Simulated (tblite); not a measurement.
C7H13P.
Numbering: `[H][P:3]([CH:2]=[CH2:1])([CH3:4])([CH:5]=[CH2:6])[CH:7]=[CH2:8]` (hydrogens: H9, H10 on C1; H11 on C2; H12 on P3; H13, H14, H15 on C4; H16 on C5; H17, H18 on C6; H19 on C7; H20, H21 on C8)

Computed values, GFN2-xTB/tblite, gas phase, harmonic and unscaled. Against measured fundamentals such values can be off by several per cent, at times by over 20. Modes of hydrogen on phosphorus can be 10 to 20 % off.

Harmonic wavenumbers (cm⁻¹): 54.7, 68.0, 103.9, 109.0, 139.9, 148.6, 231.2, 238.0, 282.0, 299.0, 348.8, 376.8, 502.8, 514.1, 548.9, 581.9, 616.5, 705.8, 766.1, 812.9, 847.1, 895.5, 900.5, 911.4, 945.7, 978.6, 987.5, 1002.5, 1020.2, 1050.5, 1107.5, 1178.9, 1216.8, 1226.3, 1254.4, 1290.3, 1376.4, 1383.8, 1412.0, 1412.8, 1424.0, 1649.3, 1656.6, 1664.9, 1700.2, 2965.9, 2974.2, 2981.1, 3001.4, 3013.5, 3040.1, 3058.3, 3063.1, 3077.6, 3079.2, 3101.7, 3102.8.

A = 1719, B = 1436, C = 1256 MHz; mass 128.075 u (most abundant isotopes); point group C1, symmetry number 1.

Task: Zero-point energy?

Result: Half the sum of the wavenumbers: 37201 cm⁻¹ = 445.02 kJ/mol.

Task: Entropy at 200 K, 1 bar (ideal gas, RRHO, classical rotation)?

Result: Translation 161.08, rotation 116.48, vibration 95.90: S = 373.5 J/(mol K).

Task: And Cp and H(200 K) − H(0)?

Result: Cp = 136.53 J/(mol K), of which vibrations give 103.28 (their classical limit is 57 R = 473.9); H(200 K) − H(0) = 17.26 kJ/mol without the zero-point energy, 10.61 from vibrations.

Task: Blend soft modes into free rotors: weight 1/[1 + (100 cm⁻¹/ν̃)⁴] for the oscillator and the rest for a rotor with moment μB/(μ + B), μ = h/(8π²ν), B = 10⁻⁴⁴ kg m². What vibrational entropy results?

Result: 90.56 J/(mol K) in place of 95.90, which changes −T·S at 200 K by +1.07 kJ/mol.

Task: How do the functions run with temperature in this model?

Result: 
| T (K) | S (J/(mol K)) | Cp (J/(mol K)) | H − H(0) (kJ/mol) | G − H(0) (kJ/mol) | ln q(vib) |
| --- | --- | --- | --- | --- | --- |
| 100 | 296.8 | 89.4 | 5.93 | -23.75 | 1.95 |
| 300 | 437.7 | 183.8 | 33.28 | -98.04 | 8.30 |
| 500 | 552.0 | 266.2 | 78.73 | -197.28 | 14.41 |
| 800 | 695.9 | 345.2 | 171.48 | -385.23 | 22.99 |
| 1000 | 776.9 | 380.0 | 244.17 | -532.68 | 28.25 |

q(vib) and H(0) count from the zero-point level.

Task: Which modes carry the vibrational entropy at 200 K?

Result: 54.7 cm⁻¹: 16.12; 68.0 cm⁻¹: 14.34; 103.9 cm⁻¹: 10.93; 109.0 cm⁻¹: 10.55; 139.9 cm⁻¹: 8.60; 148.6 cm⁻¹: 8.14 J/(mol K); the other 51 give 27.21 together.

Hindered rotation and anharmonicity are outside this model. The structure is chiral; the term R ln 2 for an equal mix with its mirror image is left out.

On Intel Xeon Platinum 8488C, one thread, no GPU, shared host with 192 logical CPUs at a one-minute load of 40, this took 0.92 s wall. This covers the Hessian and the dipole derivatives.

Conformer computed: `[H][P:3]([CH:2]=[CH2:1])([CH3:4])([CH:5]=[CH2:6])[CH:7]=[CH2:8]`: C1–C2–P3–C4 56°, C2–P3–C5–C6 -36°, C2–P3–C7–C8 -46°.
